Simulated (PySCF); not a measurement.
W(S)(F)2(OH)2 (F₂H₂O₂SW), SMILES [OH][W]([OH])([F])([F])=[S], multiplicity 1. Geometry: B3LYP-D3(BJ)/def2-SVP. The multiplicity is an assumed one; no other spin state was optimised. The structure was generated by enumeration; whether it is a known compound was not checked. The def2 effective core potentials stand for the cores of W; spin–orbit coupling is left out. The values are those of a single conformer.

Calculation: B3LYP-D3(BJ)/def2-SVP (PySCF).

Harmonic wavenumbers (cm⁻¹): 107, 139, 181, 215, 218, 238, 277, 309, 334, 556, 572, 590, 629, 707, 722, 754, 3853, 3856. Rotational constants (GHz): 2.077, 1.834, 1.740; symmetry number 1.

Q: Work out the zero-point energy and the ideal-gas rigid-rotor harmonic-oscillator thermochemistry at 298.15 K and 1 atm.

A: ZPE = ½ Σ hcν = ½ × 14255 cm⁻¹ = 85.26 kJ/mol. H − E(el) = 110.32 kJ/mol. Entropy in J/(mol K): translation 179.37, rotation 118.30, vibration 88.52, total 386.19. G − E(el) = -4.82 kJ/mol. Cp = 128.23 J/(mol K). Modes under 150 cm⁻¹ make the vibrational entropy uncertain.
